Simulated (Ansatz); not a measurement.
`C[N](C)[Ga]([Cl])[Cl]` → `[CH2]` (triplet) + `C[NH][Ga]([Cl])[Cl]` at 400 K and 1 bar (formal loss of a carbene).

Computed with Ansatz on PBE0-D4/def2-TZVP structures; ΔE is electronic, products minus reactants. CCSD(T)/CBS adds triple-zeta CCSD(T) − MP2 to the extrapolated MP2 energy (def2 sets, frozen cores). This one scheme is used for every species. Triplets are unrestricted, without spin–orbit coupling. For Ga outer-core shells are correlated without core-valence functions, which leaves a few kJ/mol of doubt a bond. Scalar relativity is left out up to krypton. One conformer a species, not always the lowest.

| species | CCSD(T)/CBS energy (Eh) | H − E (kJ/mol) | S (J/(mol·K)) |
| --- | --- | --- | --- |
| `C[N](C)[Ga]([Cl])[Cl]` | -2978.03927 | 263.1 | 437.0 |
| `[CH2]` (triplet) | -39.09499 | 59.0 | 205.7 |
| `C[NH][Ga]([Cl])[Cl]` | -2938.78787 | 183.8 | 411.0 |

H − E and S are ideal-gas, rigid-rotor, harmonic terms from PBE0-D4/def2-TZVP, for one conformer and one mirror image of each species, with the whole ground term of open shells counted as degenerate. 1 Eh = 2625.50 kJ/mol, R = 8.31446 J/(mol·K).

By hand: ΔE, ΔH, ΔS and ΔG.

ΔE = (-39.09499) + (-2938.78787) − (-2978.03927) = 0.15641 Eh = 410.7 kJ/mol. Δ(H − E) = 59.0 + 183.8 − 263.1 = -20.3, so ΔH = 390.4 kJ/mol. ΔS = 205.7 + 411.0 − 437.0 = 179.7 J/(mol·K). ΔG = 390.4 − 400 × (179.7)/1000 = 318.5 kJ/mol.

By hand: the equilibrium constant, and the temperature at which ΔG would vanish if ΔH and ΔS stayed fixed.

log₁₀ K = −ΔG/(RT ln 10) = -41.6. ΔG = 0 at ΔH/ΔS = 2173 K.

The number of gas molecules changes by +1, which sets the sign of ΔS. A doubt of 5 kJ/mol in ΔE shifts log₁₀ K by 0.7 here. Other conformers and mirror images would add mixing entropy, several J/(mol·K) or more a flexible species. A triplet takes part, so the spin changes. These are equilibria of isolated gas molecules and say nothing of rates. Largest T1 diagnostic: 0.012 (customary marks: 0.02 for closed shells, 0.045 for open ones).
